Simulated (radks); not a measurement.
Valence configurations of the gadolinium ion Gd+ (all share [Xe]). Method: Dirac Kohn-Sham, PBE, spin-unpolarised, spherical densities, finite nucleus; open shells fill j = l - 1/2 first; Fermi nuclear charge, rms radius 5.1569 fm; computed with a radial shooting solver on a logarithmic mesh with Libxc functionals. Energies are relative to 4f7 5d1 6s1; eigenvalues in eV.

| valence | E (eV) | e(4f5/2) | e(4f7/2) | e(5d3/2) | e(6p1/2) | e(6s1/2) |
|---|---|---|---|---|---|---|
| 4f8 5d1 | -1.973 | -7.619 | -6.927 | -6.006 | - | - |
| 4f7 6s2 | -0.421 | -17.566 | -16.811 | - | - | -10.191 |
| 4f7 5d1 6s1 | 0.000 | -15.162 | -14.410 | -8.530 | - | -9.242 |
| 4f7 6s1 6p1 | 3.107 | -18.641 | -17.885 | - | -7.202 | -10.758 |
| 4f7 5d1 6p1 | 3.276 | -16.239 | -15.486 | -9.373 | -6.542 | - |
| 4f6.5 5d1.5 6s1 | 3.563 | -18.385 | -17.604 | -9.197 | - | -9.500 |
| 4f6 5d2 6s1 | 8.440 | -21.793 | - | -9.854 | - | -9.730 |
| 4f6 5d1.5 6s1.5 | 8.588 | -23.077 | - | -10.686 | - | -10.215 |
| 4f6 5d1.5 6s0.5 6p1 | 12.212 | -24.128 | - | -11.528 | -7.137 | -10.791 |
| 4f6 5d1 6s1 6p1 | 12.673 | -25.464 | - | -12.377 | -7.477 | -11.266 |

NIST lists [Xe] 4f7 5d1 6s1 as the ground configuration; this level of theory puts 4f8 5d1 lower, by 1.973 eV. The energies are those of spherical spin-averaged densities, not of single terms.
